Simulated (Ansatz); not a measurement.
Two structures of Si2H7ClO3F2, singlet, reached by relaxing down either side of one saddle point (PBE0-D4/def2-TZVP). Energies are electronic, without zero-point energy. Computed with Ansatz 0.2.0 (basis: def2-TZVPP and def2-QZVPP); correlated methods freeze the cores. Extrapolation: Hartree–Fock as exp(−7.88 √X), correlation as X^−2.97. First:

```xyz
15
angstrom
Si -1.6584 -0.0579 -0.1417
O -0.1584 -0.1062 -0.7708
Si 0.5824 0.5010 -2.1339
F -2.5533 -1.1242 -0.8739
F -2.2654 1.3616 -0.4726
O -1.6635 -0.4105 1.4161
H 1.2402 0.1730 2.2765
Cl 0.6116 1.0579 3.0625
H 1.1191 -0.8118 0.4614
O 1.7634 -0.8890 1.1845
H 0.9606 1.9123 -1.8950
H 1.7874 -0.3298 -2.3563
H -0.3466 0.3987 -3.2840
H -1.1469 0.1251 2.0396
H 1.7277 -1.8003 1.4878
```

Second:

Si1  (-1.377, 0.383, 0.446)
O2  (0.204, 0.057, -0.289)
Si3  (0.368, 0.004, -2.007)
F4  (-1.890, 0.445, -1.123)
F5  (-1.653, 1.920, 0.730)
O6  (-2.400, -0.820, 0.834)
H7  (1.798, 0.048, 1.934)
Cl8  (-0.350, 0.219, 2.466)
H9  (1.070, -0.042, 0.264)
O10  (2.289, -0.083, 1.100)
H11  (0.081, 1.317, -2.605)
H12  (1.822, -0.285, -2.107)
H13  (-0.396, -1.124, -2.564)
H14  (-2.317, -1.113, 1.745)
H15  (2.749, -0.925, 1.176)
(Å)

Problem. Which bonds change from the first to the second?

Solution. Si₂H₄O₂F₂ ([OH][Si]([F])([F])[O][SiH3]) + HCl + H₂O → SiHClOF₂ ([OH][Si]([F])([F])[Cl]) + SiH₄O ([OH][SiH3]) + H₂O (still joined by a long Si–O bond); bonds formed: Si1–Cl8, O2–H9, H7–O10; bonds broken: H7–Cl8, H9–O10; bonds weakened to dative contacts: Si1–O2.

Problem. Give the saddle point's structure and its height above each. (Judge from chemistry; the value comes from the calculation.)

Solution. Computed: 19.77 kcal/mol above the first and 3.86 kcal/mol above the second (CCSD(T) at an estimated basis limit (MP2 extrapolated from triple and quadruple zeta, plus CCSD(T) − MP2 in triple zeta)).
Si1  (-1.365, 0.379, 0.340)
O2  (0.185, 0.081, -0.333)
Si3  (0.410, 0.011, -2.023)
F4  (-2.022, 0.447, -1.143)
F5  (-1.584, 1.889, 0.746)
O6  (-2.258, -0.848, 0.898)
H7  (1.485, 0.034, 1.905)
Cl8  (-0.219, 0.239, 2.596)
H9  (1.209, -0.037, 0.331)
O10  (2.102, -0.084, 1.090)
H11  (0.102, 1.312, -2.644)
H12  (1.868, -0.264, -2.108)
H13  (-0.347, -1.116, -2.597)
H14  (-2.056, -1.079, 1.809)
H15  (2.489, -0.966, 1.134)
(Å)

No T1 diagnostic of these runs exceeds 0.012.

Hydrogen chloride, the by-product of chloride precursors, can attack films and sites by steps of this kind. Here a small cluster stands in for the surface site.

Labels in which every atom is bracketed show which atoms are joined, not bond orders.

For scale, one of the runs: CCSD(T)/def2-TZVPP, 379 basis functions, launched by `ansatz run in.yaml --threads 4 --pin off --events-out ev --progress --plain --max-ram 66560MiB --backend cuda --devices 0, --max-vram 37GiB`. Hardware: 4 CPU threads of an AMD EPYC 7R13 and a share of one NVIDIA H100, shared host. Wall time 26 s; peak host memory 0.92 GiB.
